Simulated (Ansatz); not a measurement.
Two spin states of Na$_{2}$-, each at its own minimum; 2S+1 = 2, 4 were tried, and our sources give no spin for the ground state.

| level | energy of the multiplicity-4 state above the multiplicity-2 state (kcal/mol) |
|---|---|
| PBE/def2-TZVPP | 29.22 |
| PBE0/def2-TZVPP | 28.07 |
| CCSD/def2-TZVPP | 28.45 |
| CCSD(T)/def2-TZVPP | 29.23 |

The rows run from 28.07 (PBE0/def2-TZVPP) to 29.23 kcal/mol (CCSD(T)/def2-TZVPP).

Each state is the lowest solution found for its spin in def2 and cc sets.

Correlated levels freeze the inner cores; with def2 sets outer-core shells near the valence are correlated too.

Doubts at one or more of the structures used: a spin-contaminated determinant (CCSD/def2-TZVPP, CCSD(T)/def2-TZVPP).

Programs: Ansatz (Gaussian basis) for Hartree–Fock, density functionals and correlated methods. Each number belongs to the level named beside it.

Ansatz is a quantum-chemistry and plane-wave program.
